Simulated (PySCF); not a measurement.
CH4OSi, SMILES CO[SiH] (connectivity only; charge and spin as stated), neutral, multiplicity 1. Atoms are numbered in the order given.

```xyz
7

Si    -0.0259    -1.2092     0.0000
H     -1.5439    -0.8826     0.0000
O      0.5200     0.3394     0.0000
C     -0.1930     1.5703     0.0000
H      0.0889     2.1405     0.8878
H      0.0889     2.1405    -0.8878
H     -1.2733     1.3933     0.0000
```
Charge 0, spin multiplicity 1.

The structure is a stationary point at r2SCAN-D4/def2-TZVP.

Computed with PySCF 2.14.0 with TDDFT-LC-ωPBE/def2-SVPD.

Vertical excitations. The molecule is in vacuum. State labels are in the subgroup Cs.

Computed UV-visible absorptions:
| state | symmetry | energy (eV) | λ (nm) | f | main pairs |
|---|---|---|---|---|---|
| S1 | A" | 3.24 | 382 | 0.023 | HOMO→LUMO 99 % |
| S2 | A' | 6.03 | 206 | 0.078 | HOMO→LUMO+2 48 %, HOMO→LUMO+1 45 % |
| S3 | A" | 6.25 | 198 | 0.020 | HOMO−1→LUMO 95 % |
| S4 | A' | 6.94 | 179 | 0.238 | HOMO→LUMO+2 36 %, HOMO→LUMO+1 29 %, HOMO→LUMO+3 26 % |
| S5 | A' | 7.14 | 174 | 0.070 | HOMO−2→LUMO 88 % |
| S6 | A' | 8.01 | 155 | 0.226 | HOMO→LUMO+4 64 %, HOMO→LUMO+5 10 %, HOMO→LUMO+3 10 % |
| S7 | A" | 8.59 | 144 | 0.086 | HOMO→LUMO+7 66 %, HOMO→LUMO+6 18 % |
| S8 | A' | 8.71 | 142 | 0.076 | HOMO→LUMO+3 53 %, HOMO→LUMO+4 17 %, HOMO→LUMO+1 15 % |
| S9 | A" | 8.80 | 141 | 0.012 | HOMO−2→LUMO+1 47 %, HOMO−3→LUMO 29 %, HOMO−2→LUMO+2 13 % |
| S10 | A' | 8.87 | 140 | 0.053 | HOMO−1→LUMO+1 65 %, HOMO−1→LUMO+2 19 % |
| T1 | A" | 1.78 | 696 | 0 | HOMO→LUMO 96 % |
| T2 | A' | 4.58 | 271 | 0 | HOMO→LUMO+2 46 %, HOMO→LUMO+1 36 % |
| T3 | A" | 5.62 | 221 | 0 | HOMO−1→LUMO 81 % |
| T4 | A' | 5.74 | 216 | 0 | HOMO−2→LUMO 88 % |
Triplets are in the Tamm–Dancoff approximation, which puts them higher than full response would, so one can lie above its singlet here.
